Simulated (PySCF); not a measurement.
## MCs for M along the second period

PBE with double-zeta basis sets in PySCF, for the lowest determinant that a PBE0 search found; no spin–orbit coupling. De refers to high-spin ground-configuration atoms. A positive dipole means M(−)Cs(+).

```
 M      basis  state (unpaired electrons)  Re (Å)  ωe (cm⁻¹)  De (eV)  μ (D)
Li   def2-SVP      singlet (closed shell)   3.778        169     0.65   4.03
Be   def2-SVP               doublet (σ ↑)   3.772        143     0.35   3.84
 C  def2-SVPD         quartet (σ ↑, π ↑↑)   2.837        295     2.35   8.23
 O   def2-SVP               doublet (π ↑)   2.576        333     2.90   7.43
 F   def2-SVP      singlet (closed shell)   2.406        366     4.98   7.24
```

The shortest bond is that of CsF (2.406 Å), the longest that of CsLi (3.778 Å). CsF is bound most strongly (4.98 eV) and CsBe least (0.35 eV).

The rows differ in basis set, which adds steps of its own.

The state changes along the series, so neighbouring rows are not always alike in their bonding.

Closed-shell solutions of metal pairs were not tested for spin polarisation, which can lower them a little. Weak bonds: CsBe. Basis-set superposition, not corrected here, can be much of De in a small basis, most of all at correlated wavefunction levels. Functionals without a dispersion term scatter widely for such bonds, and LDA overbinds them. These are scalar-relativistic numbers at best; spin–orbit coupling would shift them, the dissociation energy most. States were picked by a PBE0 search and need not be the measured ground states.
